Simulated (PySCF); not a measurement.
Si(F)2(GeH3)(OH) (F₂GeH₄OSi), SMILES O[Si](F)(F)[GeH3].

Geometry: PBE-D3(BJ)/def2-SVP. The structure was generated by enumeration, and PubChem lists no compound with its InChIKey, so it may never have been made. Other conformers were not sampled.

Level of theory: PySCF with PBE-D3(BJ)/def2-SVP.

Frequencies are harmonic and unscaled.

| mode | ν (cm⁻¹) | IR (km/mol) | moving atoms (share of kinetic energy) |
|---|---|---|---|
| 1 | 79 | 0.3 | H 95 % |
| 2 | 115 | 7.0 | F 74 %, H 9 %, Si 9 % |
| 3 | 126 | 0.5 | O 42 %, F 28 %, Si 12 %, H 11 % |
| 4 | 188 | 56.4 | H 80 %, F 10 % |
| 5 | 223 | 24.9 | Ge 43 %, F 34 %, O 18 % |
| 6 | 295 | 20.1 | F 71 %, Si 13 %, O 10 % |
| 7 | 318 | 73.6 | O 46 %, F 28 %, H 17 %, Si 9 % |
| 8 | 433 | 78.7 | Si 47 %, F 26 %, H 12 % |
| 9 | 469 | 10.6 | H 86 % |
| 10 | 470 | 9.1 | H 85 % |
| 11 | 732 | 159.0 | H 47 %, O 27 %, F 22 % |
| 12 | 764 | 141.9 | H 93 % |
| 13 | 844 | 34.6 | H 66 %, F 17 %, Si 14 % |
| 14 | 847 | 8.1 | H 96 % |
| 15 | 852 | 114.3 | H 64 %, Si 16 %, F 14 % |
| 16 | 908 | 135.2 | F 49 %, Si 47 % |
| 17 | 945 | 124.2 | Si 46 %, O 36 %, F 10 % |
| 18 | 2091 | 38.7 | H 100 % |
| 19 | 2106 | 86.3 | H 98 % |
| 20 | 2107 | 85.9 | H 98 % |
| 21 | 3746 | 84.4 | H 94 % |
